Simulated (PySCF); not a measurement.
The vertical singlet excitations below were computed for one of the candidates. Theory: PySCF, TDDFT PBE0/def2-SVPD, vertical, gas phase, core orbitals frozen in the response. Geometries: GFN2-xTB, one conformer each.

| state | E (eV) | λ (nm) | f |
| --- | --- | --- | --- |
| S1 | 7.52 | 164.9 | 0.066 |
| S2 | 7.65 | 162.1 | 0.0068 |
| S3 | 8.07 | 153.6 | 0.0043 |
| S4 | 8.17 | 151.8 | 0.016 |
| S5 | 8.37 | 148.2 | 0.014 |
| S6 | 8.48 | 146.2 | 0.069 |

Triplets computed (Tamm–Dancoff): 6.93, 7.50 eV.

**Question.** Which candidate is it?
A. `C(CC(C)C)S`
B. `[C@H](F)(C)S(C)(=O)=O`
C. `C=CCCC(C)=O`
D. `SCCCCC`

**Answer.** B. Its S1, at 7.52 eV, is the highest among the candidates; the nearest of the others has S1 at 5.48 eV. S1 is HOMO→LUMO+1 (55%), HOMO→LUMO (37%). Löwdin shares by element: HOMO oxygen 47%, carbon 14% or more, sulfur 13% (atoms not listed hold the other 26%); LUMO sulfur 24%, carbon 21% or more, hydrogen 10% or more (atoms not listed hold the other 44%). At the same level the other candidates give, for their lowest levels:
- `CC(C)CCS`: 5.48 eV (f 0.006); 6.16 eV (f 0.034); 6.84 eV (f 0.014); 6.91 eV (f 0.006); 7.02 eV (f 0.020); T1 5.05 eV; HOMO -6.75, LUMO 0.26 eV
- `CCCCCS`: 5.48 eV (f 0.007); 6.15 eV (f 0.034); 6.81 eV (f 0.004); 6.93 eV (f 0.013); 7.07 eV (f 0.021); T1 5.05 eV; HOMO -6.74, LUMO 0.28 eV
- `C=CCCC(C)=O`: 4.51 eV (f 0.000); 6.22 eV (f 0.001); 6.64 eV (f 0.054); 6.80 eV (f 0.107); 7.21 eV (f 0.018); T1 3.91 eV; HOMO -7.21, LUMO -0.48 eV

Conformer computed: `[CH3:1][C@H:2]([F:3])[S:4]([CH3:5])(=[O:6])=[O:7]`: C1–C2–S4–C5 161°.

Without π bonds the low states may be Rydberg-like; a valence basis with one diffuse set may place them up to an eV too high.
